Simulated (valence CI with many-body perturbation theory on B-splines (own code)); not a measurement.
## Os LXIII: key properties

Computed by relativistic CI+MBPT: four valence electrons over a frozen Dirac-Fock core [Ne], radial functions for each j: 11 s, 11 p, 10 d, 8 f, 5 g, 2 h, with the one-electron correlation potential Σ1, the two-electron term Σ2, the three-electron term Σ3, Breit, model QED; selected CI, second order for the rest, scaled by the run's own slope (own B-spline code, finite nucleus).

No measured spectrum was set against this ion. As an estimate, large intervals hold to a few tenths of a per cent, small ones and those within an open d or f shell to about a per cent. Among the levels kept, up to 600 cm⁻¹ of a level comes from second order outside the variational space, and about a tenth of that is noise between levels of different J, which matters for small intervals.

Levels are named by their leading jj configuration (3d3/2^4 stands for four electrons in 3d with j = 3/2), which in mixed levels can hold well under half, so a name can repeat and another be missing.

Rates and lifetimes use the calculated energies. Strong lines usually hold to 10 to 20 %, long lifetimes can be off by a factor of two.

(1) What is the ground level?

(2) How well does LS coupling describe the low levels?

(3) Name the longest-lived excited levels whose lifetime is computed, and their main decay.

(4) Where does the other parity begin?

(5) What is the ionisation energy?

Answers

(1) (3s^2 3p1/2^2) J=0, composition 68 % 3s2.3p2 3P + 31 % 3s2.3p2 1S.

(2) Among the lowest 20 levels the leading LS term, summed over configurations, holds 58 % on average. For single configurations the figures are 54 % in LS and 92 % in jj coupling. Terms mix most in the J = 2 level at 59.76 Ry, where the leading one holds 25 %.

(3) (3s^2 3p1/2 3p3/2) J=2 at 29.84 Ry lives 131 ns, mostly by E2 to (3s^2 3p1/2^2) J=0; (3s^2 3p1/2 3p3/2) J=1 at 29.14 Ry lives 2.55 ns, mostly by M1 to (3s^2 3p1/2^2) J=0; (3s^2 3p3/2 3d5/2) J=4 at 82.77 Ry lives 1.49 ns, mostly by M1 to (3s^2 3p1/2 3d5/2) J=3.

(4) At (3s 3p1/2^2 3p3/2) J=2, 42.09 Ry.

(5) 7041.1 eV; NIST lists 7039 ± 15 eV (theoretical).
